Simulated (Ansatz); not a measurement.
## Nudged elastic band run: CH4NSe, charge -1

Input file:

```yaml
crystal:
  periodic: [false, false, false]
  atoms:
    - { symbol: "N", position_ang: [-0.710246, 0.317277, -0.657034] }
    - { symbol: C, position_ang: [0.492407, 0.175232, 0.175504] }
    - { symbol: Se, position_ang: [0.541817, -1.415543, 1.327155] }
    - { symbol: H, position_ang: [-1.485219, 0.234471, 0.008643] }
    - { symbol: H, position_ang: [-0.785403, -0.582971, -1.141335] }
    - { symbol: H, position_ang: [0.580056, 1.09127, 0.789057] }
    - { symbol: H, position_ang: [1.366597, 0.180264, -0.50199] }
total_charge: -1
basis:
  gaussian: { orbitals: def2-SVP }
hamiltonian:
  xc: pbe0
  dispersion: d4
neb:
  order_check: false
  images: 7
  f_tol: 0.03
  max_iterations: 60
  final_atoms:
    - { symbol: "N", position_ang: [-0.25263917, 0.14041378, -0.56610126] }
    - { symbol: C, position_ang: [0.54750336, 0.47756529, 0.68703796] }
    - { symbol: Se, position_ang: [1.1602795, -1.34006453, 1.14271326] }
    - { symbol: H, position_ang: [-0.69431932, 0.95327775, -1.02491958] }
    - { symbol: H, position_ang: [-0.94368286, -0.6658287, -0.46213664] }
    - { symbol: H, position_ang: [-0.26585911, 0.71068601, 1.41383539] }
    - { symbol: H, position_ang: [0.4487266, -0.27604961, -1.19042912] }
  initial_path:
    images:
      - { positions_ang: [[-0.710246, 0.317277, -0.657034], [0.492407, 0.175232, 0.175504], [0.541817, -1.415543, 1.327155], [-1.485219, 0.234471, 0.008643], [-0.785403, -0.582971, -1.141335], [0.580056, 1.09127, 0.789057], [1.366597, 0.180264, -0.50199]] }
      - { positions_ang: [[-0.63688015, 0.24360041, -0.66814814], [0.49443362, 0.17763409, 0.23332773], [0.6462905, -1.43966028, 1.30605792], [-1.34211421, 0.40025499, -0.20903865], [-0.86498076, -0.60721161, -0.96616555], [0.46039319, 1.0243746, 0.89483733], [1.24286681, 0.2010078, -0.59087065]] }
      - { positions_ang: [[-0.56351431, 0.16992382, -0.67926228], [0.49646023, 0.18003618, 0.29115147], [0.75076401, -1.46377755, 1.28496085], [-1.19900941, 0.56603899, -0.42672031], [-0.94455852, -0.63145223, -0.7909961], [0.34073038, 0.95747919, 1.00061766], [1.11913662, 0.2217516, -0.6797513]] }
      - { positions_ang: [[-0.49014846, 0.09624723, -0.69037641], [0.49848685, 0.18243828, 0.3489752], [0.85523751, -1.48789483, 1.26386377], [-1.05590462, 0.73182298, -0.64440196], [-1.02413628, -0.65569284, -0.61582665], [0.22106757, 0.89058379, 1.106398], [0.99540644, 0.24249539, -0.76863194]] }
      - { positions_ang: [[-0.41678261, 0.02257064, -0.70149055], [0.50051346, 0.18484037, 0.40679893], [0.95971101, -1.5120121, 1.24276669], [-0.91279982, 0.89760698, -0.86208361], [-1.10371404, -0.67993346, -0.44065719], [0.10140475, 0.82368838, 1.21217833], [0.87167625, 0.26323919, -0.85751259]] }
      - { positions_ang: [[-0.37574675, 0.05203142, -0.66764323], [0.51226094, 0.2580216, 0.47685869], [1.00985313, -1.46902521, 1.21775333], [-0.85817969, 0.91152467, -0.9027926], [-1.06370625, -0.67640727, -0.44602706], [0.00958879, 0.79543779, 1.2625926], [0.76593884, 0.12841699, -0.94074172]] }
      - { positions_ang: [[-0.33471089, 0.08149221, -0.63379591], [0.52400841, 0.33120283, 0.54691844], [1.05999525, -1.42603831, 1.19273997], [-0.80355957, 0.92544236, -0.9435016], [-1.02369845, -0.67288108, -0.45139692], [-0.08222718, 0.7671872, 1.31300686], [0.66020142, -0.00640521, -1.02397086]] }
      - { positions_ang: [[-0.29367503, 0.110953, -0.59994858], [0.53575589, 0.40438406, 0.6169782], [1.11013737, -1.38305142, 1.16772661], [-0.74893944, 0.93936006, -0.98421059], [-0.98369065, -0.66935489, -0.45676678], [-0.17404314, 0.7389366, 1.36342113], [0.55446401, -0.14122741, -1.10719999]] }
      - { positions_ang: [[-0.25263917, 0.14041378, -0.56610126], [0.54750336, 0.47756529, 0.68703796], [1.1602795, -1.34006453, 1.14271326], [-0.69431932, 0.95327775, -1.02491958], [-0.94368286, -0.6658287, -0.46213664], [-0.26585911, 0.71068601, 1.41383539], [0.4487266, -0.27604961, -1.19042912]] }
```

Command:

```bash
$ ansatz run input.yaml --threads 1 --pin off --max-ram 2048MiB --backend cpu --events-out ev --progress --plain --runs-dir out
```

Output, in part (warnings, iteration lines, the closing report on the highest movable image, with atoms numbered from 0):

```
NEB end point (image 0): max|allowed force component| = 1.309e-2 eV/Å (the criterion of neb.relax_end_points is 1.000e-2)
NEB end point (image 8): max|allowed force component| = 6.304e-3 eV/Å (the criterion of neb.relax_end_points is 1.000e-2)
NEB iter   1: max|band force component| = 1.676e1 eV/Å  barrier→ = 4.2360 eV  barrier← = 1.0034 eV  Δτ_max = 0.1976 Å  (229 SCF iters)
NEB iter   2: max|band force component| = 2.757e0 eV/Å  barrier→ = 3.8991 eV  barrier← = 0.6665 eV  Δτ_max = 0.2000 Å  (201 SCF iters)
NEB iter   3: max|band force component| = 1.925e0 eV/Å  barrier→ = 3.8227 eV  barrier← = 0.5901 eV  Δτ_max = 0.1943 Å  (197 SCF iters)
NEB iter   4: max|band force component| = 1.040e0 eV/Å  barrier→ = 3.7949 eV  barrier← = 0.5623 eV  Δτ_max = 0.1046 Å  (193 SCF iters)
NEB iter   5: max|band force component| = 7.747e-1 eV/Å  barrier→ = 3.6956 eV  barrier← = 0.4630 eV  Δτ_max = 0.0456 Å  (192 SCF iters)
NEB iter   6: max|band force component| = 5.974e-1 eV/Å  barrier→ = 3.6681 eV  barrier← = 0.4355 eV  CI = image 6  Δτ_max = 0.1979 Å  (183 SCF iters)
NEB iter   7: max|band force component| = 1.331e0 eV/Å  barrier→ = 3.8607 eV  barrier← = 0.6281 eV  CI = image 6  Δτ_max = 0.0994 Å  (190 SCF iters)
NEB iter   8: max|band force component| = 1.061e0 eV/Å  barrier→ = 3.8844 eV  barrier← = 0.6517 eV  CI = image 6  Δτ_max = 0.0985 Å  (186 SCF iters)
NEB iter   9: max|band force component| = 5.214e-1 eV/Å  barrier→ = 3.8788 eV  barrier← = 0.6462 eV  CI = image 6  Δτ_max = 0.0302 Å  (190 SCF iters)
NEB iter  10: max|band force component| = 3.590e-1 eV/Å  barrier→ = 3.8516 eV  barrier← = 0.6190 eV  CI = image 6  Δτ_max = 0.0629 Å  (171 SCF iters)
NEB iter  11: max|band force component| = 6.050e-1 eV/Å  barrier→ = 3.7982 eV  barrier← = 0.5656 eV  CI = image 6  Δτ_max = 0.0315 Å  (174 SCF iters)
NEB iter  12: max|band force component| = 5.887e-1 eV/Å  barrier→ = 3.7665 eV  barrier← = 0.5339 eV  CI = image 6  Δτ_max = 0.0631 Å  (175 SCF iters)
NEB iter  13: max|band force component| = 7.065e-1 eV/Å  barrier→ = 3.6966 eV  barrier← = 0.4640 eV  CI = image 6  Δτ_max = 0.0630 Å  (183 SCF iters)
NEB iter  14: max|band force component| = 7.693e-1 eV/Å  barrier→ = 3.6390 eV  barrier← = 0.4064 eV  CI = image 6  Δτ_max = 0.1252 Å  (188 SCF iters)
NEB iter  15: max|band force component| = 9.944e-1 eV/Å  barrier→ = 3.5402 eV  barrier← = 0.3076 eV  CI = image 6  Δτ_max = 0.1294 Å  (198 SCF iters)
NEB iter  16: max|band force component| = 1.343e0 eV/Å  barrier→ = 3.5019 eV  barrier← = 0.2693 eV  CI = image 7  Δτ_max = 0.0629 Å  (201 SCF iters)
NEB iter  17: max|band force component| = 1.016e0 eV/Å  barrier→ = 3.5320 eV  barrier← = 0.2994 eV  CI = image 7  Δτ_max = 0.1244 Å  (195 SCF iters)
NEB iter  18: max|band force component| = 1.233e0 eV/Å  barrier→ = 3.5124 eV  barrier← = 0.2798 eV  CI = image 7  Δτ_max = 0.1260 Å  (204 SCF iters)
NEB iter  19: max|band force component| = 1.153e0 eV/Å  barrier→ = 3.4942 eV  barrier← = 0.2616 eV  CI = image 7  Δτ_max = 0.1246 Å  (205 SCF iters)
NEB iter  20: max|band force component| = 5.186e-1 eV/Å  barrier→ = 3.4882 eV  barrier← = 0.2556 eV  CI = image 7  Δτ_max = 0.2000 Å  (204 SCF iters)
NEB iter  21: max|band force component| = 1.145e0 eV/Å  barrier→ = 3.4870 eV  barrier← = 0.2544 eV  CI = image 7  Δτ_max = 0.0994 Å  (208 SCF iters)
NEB iter  22: max|band force component| = 5.399e-1 eV/Å  barrier→ = 3.4865 eV  barrier← = 0.2539 eV  CI = image 7  Δτ_max = 0.2000 Å  (198 SCF iters)
NEB iter  23: max|band force component| = 1.334e0 eV/Å  barrier→ = 3.4861 eV  barrier← = 0.2535 eV  CI = image 7  Δτ_max = 0.0995 Å  (208 SCF iters)
NEB iter  24: max|band force component| = 1.736e0 eV/Å  barrier→ = 3.4861 eV  barrier← = 0.2535 eV  CI = image 7  Δτ_max = 0.0504 Å  (200 SCF iters)
NEB iter  25: max|band force component| = 1.506e0 eV/Å  barrier→ = 3.4861 eV  barrier← = 0.2535 eV  CI = image 7  Δτ_max = 0.0499 Å  (191 SCF iters)
NEB iter  26: max|band force component| = 1.335e0 eV/Å  barrier→ = 3.4861 eV  barrier← = 0.2535 eV  CI = image 7  Δτ_max = 0.1036 Å  (194 SCF iters)
NEB iter  27: max|band force component| = 4.636e-1 eV/Å  barrier→ = 3.4861 eV  barrier← = 0.2534 eV  CI = image 7  Δτ_max = 0.1002 Å  (200 SCF iters)
NEB iter  28: max|band force component| = 4.945e-1 eV/Å  barrier→ = 3.4861 eV  barrier← = 0.2534 eV  CI = image 7  Δτ_max = 0.0501 Å  (194 SCF iters)
NEB iter  29: max|band force component| = 2.562e-1 eV/Å  barrier→ = 3.4860 eV  barrier← = 0.2534 eV  CI = image 7  Δτ_max = 0.0501 Å  (189 SCF iters)
NEB iter  30: max|band force component| = 2.626e-1 eV/Å  barrier→ = 3.4860 eV  barrier← = 0.2534 eV  CI = image 7  Δτ_max = 0.0250 Å  (189 SCF iters)
NEB iter  31: max|band force component| = 1.885e-1 eV/Å  barrier→ = 3.4860 eV  barrier← = 0.2534 eV  CI = image 7  Δτ_max = 0.0250 Å  (183 SCF iters)
NEB iter  32: max|band force component| = 1.995e-1 eV/Å  barrier→ = 3.4860 eV  barrier← = 0.2534 eV  CI = image 7  Δτ_max = 0.0251 Å  (178 SCF iters)
NEB iter  33: max|band force component| = 2.534e-1 eV/Å  barrier→ = 3.4860 eV  barrier← = 0.2534 eV  CI = image 7  Δτ_max = 0.0503 Å  (179 SCF iters)
NEB iter  34: max|band force component| = 3.904e-1 eV/Å  barrier→ = 3.4860 eV  barrier← = 0.2534 eV  CI = image 7  Δτ_max = 0.0507 Å  (193 SCF iters)
NEB iter  35: max|band force component| = 4.526e-1 eV/Å  barrier→ = 3.4860 eV  barrier← = 0.2534 eV  CI = image 7  Δτ_max = 0.1028 Å  (189 SCF iters)
NEB iter  36: max|band force component| = 5.337e-1 eV/Å  barrier→ = 3.4860 eV  barrier← = 0.2534 eV  CI = image 7  Δτ_max = 0.0510 Å  (201 SCF iters)
NEB iter  37: max|band force component| = 3.707e-1 eV/Å  barrier→ = 3.4860 eV  barrier← = 0.2534 eV  CI = image 7  Δτ_max = 0.0498 Å  (187 SCF iters)
NEB iter  38: max|band force component| = 2.796e-1 eV/Å  barrier→ = 3.4860 eV  barrier← = 0.2534 eV  CI = image 7  Δτ_max = 0.0501 Å  (188 SCF iters)
NEB iter  39: max|band force component| = 1.533e-1 eV/Å  barrier→ = 3.4860 eV  barrier← = 0.2534 eV  CI = image 7  Δτ_max = 0.0497 Å  (196 SCF iters)
NEB iter  40: max|band force component| = 2.520e-1 eV/Å  barrier→ = 3.4860 eV  barrier← = 0.2534 eV  CI = image 7  Δτ_max = 0.0250 Å  (191 SCF iters)
NEB iter  41: max|band force component| = 2.219e-1 eV/Å  barrier→ = 3.4860 eV  barrier← = 0.2534 eV  CI = image 7  Δτ_max = 0.0250 Å  (185 SCF iters)
NEB iter  42: max|band force component| = 3.375e-1 eV/Å  barrier→ = 3.4860 eV  barrier← = 0.2534 eV  CI = image 7  Δτ_max = 0.0509 Å  (186 SCF iters)
NEB iter  43: max|band force component| = 5.345e-1 eV/Å  barrier→ = 3.4860 eV  barrier← = 0.2534 eV  CI = image 7  Δτ_max = 0.0994 Å  (204 SCF iters)
NEB iter  44: max|band force component| = 8.307e-1 eV/Å  barrier→ = 3.4860 eV  barrier← = 0.2534 eV  CI = image 7  Δτ_max = 0.2000 Å  (205 SCF iters)
NEB iter  45: max|band force component| = 4.926e0 eV/Å  barrier→ = 3.4860 eV  barrier← = 0.2534 eV  CI = image 7  Δτ_max = 0.0997 Å  (207 SCF iters)
NEB iter  46: max|band force component| = 6.320e-1 eV/Å  barrier→ = 3.4860 eV  barrier← = 0.2534 eV  CI = image 7  Δτ_max = 0.1893 Å  (194 SCF iters)
NEB iter  47: max|band force component| = 4.061e-1 eV/Å  barrier→ = 3.4860 eV  barrier← = 0.2534 eV  CI = image 7  Δτ_max = 0.1847 Å  (203 SCF iters)
NEB iter  48: max|band force component| = 1.026e0 eV/Å  barrier→ = 3.4860 eV  barrier← = 0.2534 eV  CI = image 7  Δτ_max = 0.1019 Å  (205 SCF iters)
NEB iter  49: max|band force component| = 2.216e-1 eV/Å  barrier→ = 3.4860 eV  barrier← = 0.2534 eV  CI = image 7  Δτ_max = 0.2000 Å  (196 SCF iters)
NEB iter  50: max|band force component| = 1.527e0 eV/Å  barrier→ = 3.4860 eV  barrier← = 0.2534 eV  CI = image 7  Δτ_max = 0.0967 Å  (199 SCF iters)
NEB iter  51: max|band force component| = 3.251e-1 eV/Å  barrier→ = 3.4860 eV  barrier← = 0.2534 eV  CI = image 7  Δτ_max = 0.0612 Å  (194 SCF iters)
NEB iter  52: max|band force component| = 1.261e-1 eV/Å  barrier→ = 3.4860 eV  barrier← = 0.2534 eV  CI = image 7  Δτ_max = 0.0407 Å  (198 SCF iters)
NEB iter  53: max|band force component| = 2.217e-1 eV/Å  barrier→ = 3.4860 eV  barrier← = 0.2534 eV  CI = image 7  Δτ_max = 0.0208 Å  (189 SCF iters)
NEB iter  54: max|band force component| = 9.980e-2 eV/Å  barrier→ = 3.4860 eV  barrier← = 0.2534 eV  CI = image 7  Δτ_max = 0.0420 Å  (184 SCF iters)
NEB iter  55: max|band force component| = 4.229e-1 eV/Å  barrier→ = 3.4860 eV  barrier← = 0.2534 eV  CI = image 7  Δτ_max = 0.0207 Å  (168 SCF iters)
NEB iter  56: max|band force component| = 4.551e-2 eV/Å  barrier→ = 3.4860 eV  barrier← = 0.2534 eV  CI = image 7  Δτ_max = 0.0200 Å  (165 SCF iters)
NEB iter  57: max|band force component| = 1.857e-2 eV/Å  barrier→ = 3.4860 eV  barrier← = 0.2534 eV  CI = image 7  Δτ_max = 0.0000 Å  (352 SCF iters)
Total energy: -67918.20325432 eV, -2495.9479329846 hartree
Atom 0 at    -0.353914     0.185801    -0.706183 Å, force    -0.000005     0.000001    -0.000006 eV/Å
Atom 1 at     0.782298     0.465827     0.912700 Å, force    -0.000004     0.000001    -0.000000 eV/Å
Atom 2 at     1.090398    -1.412313     1.236234 Å, force     0.000006     0.000001    -0.000001 eV/Å
Atom 3 at    -0.881917     0.881178    -1.246979 Å, force     0.000004     0.000002     0.000001 eV/Å
Atom 4 at    -0.920629    -0.632698    -0.460900 Å, force    -0.000002     0.000002    -0.000001 eV/Å
Atom 5 at    -0.139348     0.688489     1.519199 Å, force     0.000000    -0.000001     0.000001 eV/Å
Atom 6 at     0.423121    -0.176284    -1.254072 Å, force     0.000001    -0.000005     0.000006 eV/Å
Dipole moment:    -0.683697    -0.110749    -0.692583 e Å
```

The forces met the threshold. The profile has 2 maxima (images 2, 7) with wells between them (image 4): this band takes more than one step, which may be the mechanism or a detour left from its start path. Neighbouring images differ by up to 2.4 eV, so the band resolves the path poorly. A vibrational analysis at the climbing image gives one clearly imaginary mode, 340i cm⁻¹: a first-order saddle point. The orbitals stay closed-shell, which can raise the energy where a bond breaks towards radicals; this wasn't checked here. Limits of this set-up: an anion without diffuse functions, the dipole of an ion depends on the origin.

Final band (atoms are numbered from 1 in the order of the input):

| image | path coordinate (Å) | energy (kJ/mol) | C2–H7 (Å) | N1–H7 (Å) |
| --- | --- | --- | --- | --- |
| 0 | 0.00 | 0.0 | 1.11 | 2.09 |
| 1 | 0.91 | 38.4 | 1.08 | 1.99 |
| 2 | 1.81 | 267.9 | 1.11 | 1.75 |
| 3 | 2.72 | 243.4 | 1.88 | 1.06 |
| 4 | 3.62 | 240.2 | 2.05 | 1.05 |
| 5 | 4.53 | 250.7 | 2.16 | 1.03 |
| 6 | 5.43 | 295.2 | 2.55 | 1.02 |
| 7 | 6.34 | 336.4 | 2.29 | 1.02 |
| 8 | 6.87 | 311.9 | 2.03 | 1.03 |

Time of the run: 10 min on 1 thread of Intel(R) Xeon(R) 6975P-C (Granite Rapids), on a shared host, peak memory 0.18 GiB.
